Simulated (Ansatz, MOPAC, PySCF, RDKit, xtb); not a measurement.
Dimer: NH3 (SMILES N) (first 4 atoms) with N2 (SMILES N#N); geometry from B3LYP-D3(BJ)/def2-TZVP, rigid monomers moved along the line of their centres of mass till H4···N6 is 2.38 Å.
(charge 0, multiplicity 1):
```tsv
atom	x (Å)	y (Å)	z (Å)
N	-0.0768	-0.1184	-0.3546
H	0.8808	0.1503	-0.5493
H	-0.6597	0.6904	-0.5370
H	-0.1392	-0.3191	0.6367
N	-0.0115	-0.0426	4.0876
N	-0.0700	-0.1809	3.0073
```

| level | interaction energy (kJ/mol) | minus CCSD(T)/CBS(aug-cc-pVDZ, aug-cc-pVTZ) | cost |
|---|---|---|---|
| MMFF94 | 0.2 | 1.3 | - |
| GFN-FF | -4.3 | -3.2 | - |
| AM1 | 3.1 | 4.2 | - |
| GFN1-xTB | -3.6 | -2.5 | - |
| GFN2-xTB | -2.2 | -1.0 | - |
| HF/STO-3G (no counterpoise) | -1.5 | -0.4 | - |
| r2SCAN/def2-TZVPPD | 0.7 | 1.8 | ×1 |
| B3LYP/3-21G (no counterpoise) | -10.5 | -9.3 | - |
| B3LYP/6-31G* | 0.8 | 1.9 | - |
| B3LYP-D3(BJ)/def2-TZVPPD | -1.2 | 0.0 | ×1 |
| PBE0/def2-TZVPPD | 0.1 | 1.2 | ×1 |
| PBE0-D4/def2-TZVPPD | -1.2 | -0.1 | ×1 |
| wB97X-V/def2-TZVPPD | -0.7 | 0.4 | ×3 |
| wB97M-V/def2-TZVPPD | -0.5 | 0.6 | ×3 |
| MP2/6-31G* (no counterpoise) | -3.3 | -2.2 | - |
| MP2/CBS(aug-cc-pVDZ, aug-cc-pVTZ) | -1.2 | -0.1 | - |
| SCS-MP2/aug-cc-pVDZ | 0.7 | 1.8 | - |
| CCSD/aug-cc-pVTZ | -0.1 | 1.0 | - |
| CCSD(T)/aug-cc-pVTZ | -0.8 | 0.3 | ×300* |
| CCSD(T)/CBS(aug-cc-pVDZ, aug-cc-pVTZ) | -1.1 | 0.0 | ×300* |

 The comparison column counts from a level with limits of its own.

The rows run from -10.5 (B3LYP/3-21G (no counterpoise)) to 3.1 kJ/mol (AM1). The dispersion term adds -1.3 in PBE0-D4. The 4 functionals in def2-TZVPPD without D3 or D4 span 1.4, from wB97X-V to r2SCAN.

Counterpoise-corrected where a basis set is named; no monomer relaxation. Rows marked so take none.

Correlated levels freeze the cores. CBS(a, b) extrapolates the correlation energy as X⁻³ and adds the Hartree–Fock energy of set b. Rows in 3-21G, 6-31G*, STO-3G carry no dispersion term and start afresh at each structure (6-31G* with six Cartesian d functions). MP2/6-31G* freezes PySCF's default core. The state that AM1 reach isn't checked.

The values were computed with Ansatz (a first-principles code); MOPAC for AM1 (differences of heats of formation); PySCF for 3-21G rows, 6-31G* rows, STO-3G rows, the dispersion terms; RDKit for the force fields; xtb for the GFN methods. 

Costs are rough ratios of core time to PBE/def2-TZVPPD (about 2.9 s over the structures, on one shared machine); a dash marks a level with no comparable run of its own. A star marks coupled-cluster runs past 200 virtual orbitals, where the program's memory plan changes under this machine's limit, so their costs aren't comparable with smaller runs.
